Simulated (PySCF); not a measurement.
NbOCl₃, SMILES [Nb](=[O])([Cl])([Cl])[Cl], multiplicity 1.

Geometry optimised at PBE0-D3(BJ)/def2-SVP. The spin state was assumed, not searched. The isomer is the one that the SMILES or the coordinates give; other isomers of the formula were not compared. The def2 effective core potentials stand for the cores of Nb; spin–orbit coupling is left out.

Computed with PBE0-D3(BJ)/def2-SVP run with PySCF.

Frequencies are harmonic and unscaled.

Modes within 1.5 cm⁻¹ of each other (mostly degenerate sets) share a row, with their intensities summed.

```
mode  ν (cm⁻¹)  IR (km/mol)  moving atoms (share of kinetic energy)
----  --------  -----------  --------------------------------------
1–2        103          2.5                        Cl 88 %, Nb 11 %
3          129          2.9                        Cl 60 %, Nb 33 %
4–5        222          4.3                         O 73 %, Cl 23 %
6          397         12.5                         Cl 90 %, Nb 9 %
7–8        450        212.1                        Cl 58 %, Nb 41 %
9         1073        164.0                         O 85 %, Nb 15 %
```
